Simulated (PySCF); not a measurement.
# Y2S3 at several levels of theory

Computed with PySCF 2.14.0 (density fitting, no spin-orbit coupling) at the geometry relaxed with PBE0:

```xyz
5
Y2S3 (singlet)
Y     0.0000    0.0000    1.4993
Y     0.0000    0.0000   -1.4993
S     2.0303    0.0000    0.0000
S    -1.0152    1.7583    0.0000
S    -1.0151   -1.7583    0.0000
```

| level | basis | state | HOMO (eV) | gap (eV) | charge on Y1 (e) | dipole about the centre of mass (D) | largest force component (eV/Å) |
| --- | --- | --- | --- | --- | --- | --- | --- |
| PBE0 | Y def2-SVP with ECP28, S def2-SVP | singlet | -5.20 | 3.21 | 0.72 | 0.00 | 0.01 |
| BLYP | the same | singlet | -4.05 | 1.49 | 0.57 | 0.00 | 0.71 |
| B3LYP | the same | singlet | -4.95 | 2.71 | 0.67 | 0.00 | 0.42 |
| TPSS | the same | singlet | -4.29 | 1.75 | 0.71 | 0.00 | 0.35 |
| TPSSh | the same | singlet | -4.67 | 2.40 | 0.75 | 0.00 | 0.25 |
| PBE0 | Y def2-TZVP with ECP28, S def2-TZVP | singlet | -5.26 | 3.26 | 0.93 | 0.00 | 0.02 |

Charges are Mulliken's, which hang on the basis. The relaxation used the grid (50, 194), these runs (75, 302) or, all-electron (x2c bases, spin-free X2C Hamiltonian), (99, 590).

Question: What does PBE0 with Y x2c-SVPall, S x2c-SVPall give here?

Answer: state singlet, HOMO (eV) -5.13, gap (eV) 3.14, charge on Y1 (e) 0.54, dipole about the centre of mass (D) 0.00, largest force component (eV/Å) 0.11. Time: 24 s on 2 threads of AMD EPYC 9B14 (Zen 4), on a shared host, from free ions and atoms.

In the first row's basis the gap widens with exact exchange: 1.5 to 1.8 eV for BLYP, TPSS (none); 2.4 to 3.2 eV for TPSSh, B3LYP, PBE0 (a fixed share).
